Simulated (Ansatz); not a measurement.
The cluster Ge₄H₆, relaxed as a singlet with RKS PBE-D4/def2-SVP in Ansatz, starting from the GFN2-xTB geometry. Force threshold 0.02 eV/Å.

The restricted singlet is unstable towards broken spin symmetry in Hartree–Fock (as tested in another run); at PBE-D4/def2-SVP this wasn't settled. Another isomer (singlet) lies 0.36 eV lower at PBE0-D4/def2-TZVP; other spin states weren't run for this one.

Start:

```xyz
10

Ge    1.331   -0.371    0.892
Ge   -1.331    0.362   -0.896
Ge    1.082    0.781   -1.287
Ge   -1.079   -0.774    1.292
H     1.797    0.182   -2.518
H    -1.559   -2.227    1.490
H     1.324   -1.746    0.057
H    -1.348    1.742   -0.069
H    -1.789   -0.180    2.527
H     1.571    2.232   -1.489
```

```
step   energy (eV)  largest force component (eV/Å)  SCF passes
   1  -226107.9454                           0.543          16
   2  -226108.0502                           0.582          24
   3  -226108.1796                           0.161          19
   4  -226108.1866                           0.055          19
   5  -226108.1883                           0.017          19
```

Force components are those of the run's own axes.

End:

Cartesian coordinates in Å:
```
Ge 1.2736 -0.4088 0.8197
Ge -1.2736 0.4061 -0.8213
Ge 1.1160 0.8019 -1.3330
Ge -1.1155 -0.8012 1.3339
H 1.8640 0.0365 -2.4589
H -1.4166 -2.3197 1.4610
H 1.2901 -1.7878 0.0043
H -1.2925 1.7859 -0.0073
H -1.8619 -0.0338 2.4594
H 1.4163 2.3208 -1.4578
```

By distances, no bond broke or formed. The bond that changes most is Ge4–H6, from 1.54 to 1.55 Å (atoms count from 1).

No frequencies were taken in this run, so the end may be a saddle point.

Run time 6.5 s (4 threads of Intel Xeon Platinum 8223CL on a shared host).
